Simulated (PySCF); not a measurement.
Static response to an electric field

Species: C6H9F3.
Structure used (PBE0-D3(BJ)/def2-SVP), in Å, numbered top down from 1:
```xyz
18
C6H9F3 angstrom
C     -2.8425    0.2587   -0.1541
C     -1.5852   -0.5329   -0.4739
C     -0.3091    0.2797   -0.3122
C      0.9534   -0.5132   -0.6479
C      2.1885    0.3072   -0.5881
F      2.2691    1.3008   -1.4821
C      3.1893    0.1657    0.2801
F      3.2128   -0.7710    1.2028
F      4.2599    0.9189    0.3182
H     -3.7496   -0.3503   -0.2850
H     -2.9357    1.1406   -0.8080
H     -2.8322    0.6211    0.8864
H     -1.6402   -0.9171   -1.5080
H     -1.5320   -1.4259    0.1741
H     -0.2318    0.6549    0.7233
H     -0.3547    1.1730   -0.9583
H      0.8667   -0.9236   -1.6703
H      1.0617   -1.3738    0.0294
```

Level: PBE0/def2-SVPD (PySCF), static field, nuclei fixed, core orbitals frozen in the response. The polarisability tensor in these axes (au):

```
x   96.39  1.68  7.48
y    1.68 67.32 -1.78
z    7.48 -1.78 68.77
```

Q: What are the eigenvalues, a third of the trace, and Δα (Δα² = ½Σ(αi − αj)² over the three pairs)?

A: Principal values 64.93, 69.22 and 98.33 au; mean 77.49 au = 11.48 Å³ = 12.78 × 10⁻⁴⁰ C²·m²/J; Δα = 31.47 au (41 % of the mean).

Q: What is the dipole moment, and where does it point?

A: (-1.88, -1.05, -0.02) D, 2.16 D in size, pointing from the negative to the positive side. Measured along this direction, the outermost atoms are F9 at the negative end and H10 at the positive end.

Q: Along which axes do the principal values lie, and how far do the nuclei extend along each?

A: Largest value along (0.97, 0.04, 0.24), where the nuclei span 7.96 Å; middle along (0.14, 0.74, -0.66), 3.63 Å; least along (-0.21, 0.67, 0.71), 3.62 Å. 

Q: What would n − 1 = 2πNα be for an ideal gas of these molecules at 298.15 K and 1 atm, electronic part alone?

A: N = p/kT = 2.4615 × 10¹⁹ cm⁻³, so n − 1 = 2π × N × 11.48 × 10⁻²⁴ cm³ = 1776 × 10⁻⁶ at long wavelengths, for an ideal gas.

Q: Sum over states: ᾱ = Σ f/ω², ω in Eh. What share falls to these 6 lowest TDDFT singlets (eV, f)? 6.44, 0.0131; 7.04, 0.0231; 7.20, 0.0382; 7.46, 0.0489; 7.82, 0.3579; 7.88, 0.0791.

A: They add up to 7.05 au, 9.1 % of the 77.49 au; the largest single term is 4.33 au, from the state at 7.82 eV. Terms in order: 0.23, 0.34, 0.55, 0.65, 4.33, 0.94 au. Higher excitations give the rest. The strengths listed sum to 0.560.

Isolated species at its PBE0-D3(BJ)/def2-SVP geometry (one conformer only).
